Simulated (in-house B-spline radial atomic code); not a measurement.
A fraction x of an electron is added to 4p in As, starting from [Ar] 3d10 4s2 4p3 and keeping the highest spin. Method: scalar-relativistic (X2C) PBE0, spin-polarised, spherical fractional occupations, Fermi nucleus of rms radius 4.0968 fm. Calculated with a B-spline radial code for spherical atoms.

Caution: exact exchange at fractional occupations of open shells leaves self-interaction of up to several eV.

```csv
x,E(x) - E(0) (eV),4p down level (eV)
0,0.0000,-
0.1,-0.2312,-2.045
0.2,?,?
0.3,-0.5344,-0.996
0.4,?,?
0.5,-0.6340,-0.016
```

Task: What belongs in the row x = 0.2?

Result: An energy change of -0.4090 eV; 4p down at -1.514 eV.

Task: What belongs in the row x = 0.4?

Result: An energy change of -0.6088 eV; 4p down at -0.494 eV.
